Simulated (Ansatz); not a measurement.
Consider the redistribution: `[O]=[V]([F])([F])[F]` + `[OH][Zr]([F])([Cl])[SeH]` → `[O]=[V]([F])([F])[Cl]` + `[OH][Zr]([F])([F])[SeH]`.

Program: Ansatz. Geometries: PBE0-D4/def2-TZVP. ΔE: electronic, gas phase. CCSD(T)/CBS adds triple-zeta CCSD(T) − MP2 to the extrapolated MP2 energy (def2 sets, frozen cores). DFT in def2-TZVPP. B3LYP here is the variant with VWN-RPA as its local correlation; programs differ in this. def2 core potentials past Kr. For Se, V, Zr outer-core shells are correlated without core-valence functions, which leaves a few kJ/mol of doubt a bond. Scalar relativity is left out up to krypton. One conformer a species, not always the lowest.

**Question.** Is it downhill or uphill in electronic energy at CCSD(T)/CBS, and by how much? (An estimate is asked.)

**Answer.** Computed: Downhill: ΔE = -2.1 kcal/mol.

**Question.** What do these levels give: B3LYP-D4, B2PLYP, PBE, HF/def2-TZVPP, CCSD/def2-TZVPP, CCSD(T)/def2-TZVPP? (Best estimate.)

**Answer.** Ansatz gave: B3LYP-D4 -1.9, B2PLYP -3.5, PBE -1.9, HF/def2-TZVPP 0.5, CCSD/def2-TZVPP -0.9, CCSD(T)/def2-TZVPP -1.6 kcal/mol.

Largest T1 diagnostic among the species: 0.032, so the coupled-cluster value is less sure than usual.

In def2-TZVPP, CCSD(T) changes the Hartree–Fock value by −2.1 kcal/mol (the triples alone add −0.6 kcal/mol) and MP2 by −5.9 kcal/mol.
